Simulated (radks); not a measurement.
Results of a calculation; reference values are marked as such.
Co3+, configuration [Ne] 3s1 3p6 3d6 4p1 (not the ground configuration).

Code: a radial shooting solver on a logarithmic mesh with Libxc functionals. Model: Dirac Kohn-Sham, BLYP, spin-unpolarised, spherical densities, point nucleus; open shells fill j = l - 1/2 first.

Energy parts (eV):
total: -37738.882
kinetic: 38307.958
electron-nucleus: -89339.052
Hartree: 14869.854
exchange-correlation: -1577.641

Orbitals (lengths in bohr, moments of r in powers of bohr; r(90%) holds 90 % of the orbital's charge):
| orbital | occ. | eigenvalue (eV) | <r> | <r^2> | r(90%) | <1/r> |
|---|---|---|---|---|---|---|
| 1s1/2 | 2 | -7648.645 | 0.05618 | 0.004245 | 0.100 | 27.04 |
| 2s1/2 | 2 | -951.6095 | 0.2552 | 0.07696 | 0.396 | 5.839 |
| 2p1/2 | 2 | -832.9088 | 0.2227 | 0.06101 | 0.365 | 5.791 |
| 2p3/2 | 4 | -818.0504 | 0.2258 | 0.06260 | 0.370 | 5.679 |
| 3s1/2 | 1 | -151.2795 | 0.7600 | 0.6648 | 1.13 | 1.871 |
| 3p1/2 | 2 | -115.4448 | 0.7858 | 0.7240 | 1.20 | 1.754 |
| 3p3/2 | 4 | -113.4759 | 0.7944 | 0.7398 | 1.22 | 1.729 |
| 3d3/2 | 4 | -54.9878 | 0.8829 | 0.9710 | 1.47 | 1.452 |
| 3d5/2 | 2 | -54.7431 | 0.8862 | 0.9780 | 1.47 | 1.446 |
| 4p1/2 | 1 | -28.1445 | 2.378 | 6.405 | 3.48 | 0.5541 |
| 4p3/2 | 0 | -27.9100 | 2.396 | 6.505 | 3.51 | 0.5491 |

The highest occupied level is 4p1/2 at -28.145 eV. Summed over all electrons, <r^2> = 17.85 bohr^2, which gives a Langevin (diamagnetic) susceptibility term of -14.1 x 10^-6 cm^3/mol. The density falls to 0.001 e/bohr^3 at r = 3.53 bohr.
